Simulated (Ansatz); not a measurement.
Consider the ligand exchange at the Si–F bond: `OC[SiH2]F` + HCl → `OC[SiH2]Cl` + H–F.

Gas-phase electronic energies from Ansatz, PBE0-D4/def2-TZVP geometries. CCSD(T)/CBS is the MP2 limit (def2-TZVPP, def2-QZVPP) plus CCSD(T) − MP2 in def2-TZVPP, frozen cores. This one scheme is used for every species. Functionals use def2-TZVPP. One conformer a species, not always the lowest.

Question: Is it downhill or uphill in electronic energy at CCSD(T)/CBS, and by how much? (An estimate is asked.)

Answer: The calculation gave: Uphill: ΔE = +0.31 eV.

Question: What do these levels give: B2PLYP, r2SCAN, BHLYP, CCSD/def2-TZVPP, SCS-MP2/def2-QZVPP, MP2/CBS(def2)? (An estimate is asked.)

Answer: Ansatz gave: B2PLYP 0.39, r2SCAN 0.35, BHLYP 0.44, CCSD/def2-TZVPP 0.38, SCS-MP2/def2-QZVPP 0.35, MP2/CBS(def2) 0.26 eV.

Question: What do rigid-rotor, harmonic-oscillator terms from PBE0-D4/def2-TZVP frequencies (298.15 K, 1 bar) make of the CCSD(T)/CBS value? (Estimate.)

Answer: Computed: ΔZPE = +0.04 eV, ΔH = +0.36 eV, ΔS = -4 J/(mol·K), ΔG = +0.37 eV.

Largest T1 diagnostic among the species: 0.011.

The D4 term adds −0.06 eV with B3LYP and −0.03 eV with PBE0; it sums over pairs of atoms, weighted by their polarisabilities, and B3LYP, whose exchange is more repulsive, gets the larger term. Leaving LDA and LC-ωPBE aside and taking each functional with its dispersion term where it has one, the values, not all of them listed here, spread over 0.20 eV, from revPBE-D4 to CAM-B3LYP-D4.

B3LYP here is the variant with VWN-RPA as its local correlation; programs differ in this.
